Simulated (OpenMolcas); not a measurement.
## In+: effect of the active space

```json
{
 "Program": "OpenMolcas",
 "Method": "XMS-CASPT2 or its RAS form, IPEA 0.25 Eh, imaginary shift 0.1 Eh",
 "Basis": "ANO-RCC-VTZP",
 "Scalar Hamiltonian": "DKH2, point nucleus",
 "Spin-orbit coupling": "state interaction with AMFI integrals over the reference wave functions, term energies averaged over their components"
}
```

A. 2 electrons in 4 orbitals (5s 5p); 2S+1 = 3 even, 3 roots; 2S+1 = 1 even, 7 roots; 2S+1 = 3 odd, 3 roots; 2S+1 = 1 odd, 3 roots; closed shells correlated: 4d; CASPT2 step of the order of 2.1 core-seconds
B. 2 electrons in 8 orbitals (5s 5p 6s 6p); 2S+1 = 3 even, 3 roots; 2S+1 = 1 even, 7 roots; 2S+1 = 3 odd, 3 roots; 2S+1 = 1 odd, 3 roots; closed shells correlated: 4d; CASPT2 step of the order of 4 core-seconds
C. 2 electrons in 9 orbitals (RAS2 5s 5p; RAS3 5d, at most 2 electrons); 2S+1 = 3 even, 3 roots; 2S+1 = 1 even, 7 roots; 2S+1 = 3 odd, 3 roots; 2S+1 = 1 odd, 3 roots; closed shells correlated: 4d; CASPT2 step about 6 core-seconds

Energies in cm⁻¹ above 5s² ¹S₀, the measured ground level; measured values from NIST Handbook of Basic Atomic Spectroscopic Data.

```tsv
Level	A	B	C	Measured
5s² ¹S₀	0.0	0.0	0.0	0.0
5s 5p ³P°₀	43680	42650	43060	42276
5s 5p ³P°₁	44560	43520	43930	43351
5s 5p ³P°₂	46490	45450	45870	45830
5s 5p ¹P°₁	64260	62930	62840	63038
```

Deviations, from unrounded energies. A percentage is the sum of absolute deviations over the sum of measured energies, with the sign that they share, or ± where signs differ.

| Against measurement | Levels | A | B | C |
| --- | --- | --- | --- | --- |
| mean absolute deviation (cm-1) | 4 | 1100 | 260 | 400 |
| other configurations (%) | 4 | +2.3 | ±0.5 | ±0.8 |

B lies closest to measurement on these levels and A furthest from it. The largest miss of B in the table is 5s 5p ³P°₂, by -380 cm-1. The ranking rests on the paired levels alone, and a cruder setting can come out closer through cancelling errors.

Among A to C the level of the table that moves most is 5s 5p ¹P°₁, by 1400 cm-1 (lowest in C, highest in A). Moves below CASPT2's spread within the term are not significant.

CASPT2 breaks the degeneracy within a term, and the mean is taken; among the terms shown or strongly mixed into the levels shown the widest spread is 170 cm-1 (5s 5p ¹P°, A). Over all roots computed the reference weight is 0.86 to 0.93 in A, 0.82 to 0.93 in B; the roots of lowest weight are the least certain, and an intruder state may touch them. The run also gave levels led by 5s 6s, which use shells meant for correlation; these and all levels above them are left out (holds for B). Active for correlation alone: 5d; no level in the range computed is led by a configuration that fills it, so any true level of that kind is missing (holds for C). Computed and measured levels are paired by configuration, term and J; levels that our copy of the source lacks, or whose pairing is in doubt (as where it misses far off the trend of its configuration), stay unpaired and out of the deviations. Only configurations of the active space appear. Levels that lie high or do not pair safely by name in every column are left out.

° marks odd parity.
